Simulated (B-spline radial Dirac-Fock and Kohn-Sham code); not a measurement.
## Magnetic form factor of the 4f shell of Er³⁺

System: the Er³⁺ ion, 1s2 2s2 2p6 3s2 3p6 3d10 4s2 4p6 4d10 4f9 5s2 5p6 5d2 (not the ground configuration).

Level of theory: Dirac-Fock densities; a radial atomic solver. ⟨j_K⟩ is the integral of the 4f radial density with the spherical Bessel function j_K(4πsr), s = sin θ/λ.

```csv
s (Å⁻¹),⟨j0⟩,⟨j2⟩,⟨j4⟩,⟨j6⟩
0,1.0000,0.0000,0.0000,0.0000
0.06,0.9844,0.0062,0.0000,0.0000
0.07,0.9789,0.0084,0.0000,0.0000
0.09,0.9655,0.0137,0.0001,0.0000
0.12,0.9397,0.0237,0.0003,0.0000
0.14,0.9191,0.0316,0.0006,0.0000
0.18,0.8709,0.0496,0.0014,0.0000
0.22,0.8152,0.0697,0.0030,0.0001
0.28,0.7225,0.1011,0.0068,0.0004
0.35,0.6089,0.1356,0.0139,0.0012
0.43,0.4829,0.1678,0.0248,0.0030
0.54,0.3308,0.1951,0.0428,0.0074
0.68,0.1843,0.2027,0.0656,0.0161
0.84,0.0773,0.1854,0.0855,0.0281
1.05,0.0068,0.1445,0.0974,0.0432
1.32,-0.0213,0.0914,0.0936,0.0558
```

Radial moments of the shell: ⟨r²⟩ = 0.5923, ⟨r⁴⟩ = 0.7856, ⟨r⁶⟩ = 2.061 in powers of bohr.

Values without a named source are computed, but for edge energies of neutral atoms, which are taken from tables.
